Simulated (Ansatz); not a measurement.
One change: `[Cl][Ti]([Cl])([Cl])[SeH]` becomes `[Cl][Ti]([Cl])([Cl])[I]`.

Ansatz, PBE0-D4/def2-TZVP geometries, multiplicity 1. Each molecule was computed in one conformer, which needn't be the lowest.

Elements past krypton have def2 core potentials. Scalar relativity is left out up to krypton. Spin–orbit coupling is left out; it splits and shifts lone-pair levels of the heavy atoms by tenths of an eV.

| property | `[Cl][Ti]([Cl])([Cl])[SeH]` |
| --- | --- |
| zero-point energy (PBE0-D4/def2-TZVP) / kJ/mol | 31.8 |
| HOMO–LUMO gap (PBE0/def2-TZVPP) / eV | 4.24 |
| LUMO energy (B3LYP/def2-TZVPP) / eV | -3.81 |
| LUMO energy (ωB97M-V/def2-TZVPP) / eV | -1.47 |
| HOMO–LUMO gap (B3LYP/def2-TZVPP) / eV | 3.80 |
| LUMO energy (PBE0/def2-TZVPP) / eV | -3.61 |

Question: What does the change do to each property? (Estimate.)

Answer: The calculation gave: 
| property | `[Cl][Ti]([Cl])([Cl])[I]` | shift |
| --- | --- | --- |
| zero-point energy (PBE0-D4/def2-TZVP) / kJ/mol | 13.7 | -18.1 |
| HOMO–LUMO gap (PBE0/def2-TZVPP) / eV | 4.68 | 0.44 |
| LUMO energy (B3LYP/def2-TZVPP) / eV | -3.89 | -0.08 |
| LUMO energy (ωB97M-V/def2-TZVPP) / eV | -1.65 | -0.18 |
| HOMO–LUMO gap (B3LYP/def2-TZVPP) / eV | 4.23 | 0.43 |
| LUMO energy (PBE0/def2-TZVPP) / eV | -3.71 | -0.10 |

With PBE0 the HOMO falls by 0.53 eV and the LUMO falls by 0.10 eV, so the gap widens by about 0.43 eV. PBE moves the HOMO by -0.53 eV and ωB97M-V by -0.50 eV. The zero-point energy changes by -18.1 kJ/mol with -3 modes.

B3LYP here is the variant with VWN-RPA as its local correlation; programs differ in this.
